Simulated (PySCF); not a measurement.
Ionisation energy of Ge²⁵⁺ by level of theory

Ge²⁵⁺ [He] 2s2 2p3 (4S) → Ge²⁶⁺ [He] 2s2 2p2 (3P), as a difference of total energies. All numbers are calculated (PySCF 2.14, no relativity, point nucleus, in an uncontracted even-tempered set (15 s from 7 bohr⁻², ratio 2.5; 9 p from 9.1 bohr⁻², ratio 2.5; 5 d from 38 bohr⁻², ratio 2.7; 4 f from 56 bohr⁻², ratio 2.7)). Correlated levels: nothing frozen; virtual orbitals above 40 to 60 times the deepest correlated orbital energy dropped. The calculations carry no spin-orbit coupling.

| method | ionisation energy (eV) |
| --- | --- |
| UHF | 2584.6 |
| MP2 (all electrons) | 2584.4 |
| SCS-MP2 (all electrons) | 2583.9 |
| CCSD (all electrons) | 2583.3 |
| CCSD(T) (all electrons) | 2583.2 |

Spin-orbit coupling is strong in these open shells (close to jj coupling). The scalar numbers leave it out and a first-order estimate fails, so it can dominate the gap to the real levels.

All relativistic terms are absent from these numbers, so their closeness to the reference says little about the methods.

For comparison: 2575 ± 19 eV (semi-empirical (NIST evaluation); NIST Atomic Spectra Database, ionization energies).
